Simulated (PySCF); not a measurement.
# Exercise with solution: oscillator strength and radiative lifetime

Mo(O)(NH)(Cl)(Br) (BrClHMoNO), SMILES [Cl][Mo](=[O])(=[NH])[Br], multiplicity 1.

Coordinates come from a PBE0-D3(BJ)/def2-SVP optimisation. The multiplicity is an assumed one; no other spin state was optimised. The structure was generated by enumeration; whether it is a known compound was not checked. The def2 effective core potentials stand for the cores of Mo; spin–orbit coupling is left out.

PySCF with TDA-PBE/def2-SVPD puts the first singlet state with f over 0.02 at 4.18 eV (vertical), with the transition dipole (-0.081, -0.245, 0.418) in atomic units.

Task: Find the oscillator strength, the wavelength and the radiative lifetime that this transition would have in vacuum if emission retraced absorption.

Result: 
|μ|² = 0.2413 au, so |μ| = 1.25 D. ΔE = 4.18/27.211 = 0.1536 hartree. f = (2/3) ΔE |μ|² = 0.025 (the program prints 0.025).
λ = 1239.84/4.18 = 297 nm; ν = 33714 cm⁻¹.
Einstein's coefficient A = 0.6670 ν² f s⁻¹ (ν in cm⁻¹) = 1.9e7 s⁻¹, so τ = 1/A = 53 ns. This state is S4; the lower singlets have f = 0.004, 0.006, 0.009. The figure is the radiative limit of this one transition; relaxation, internal conversion, crossing to triplets and a medium change what is measured.
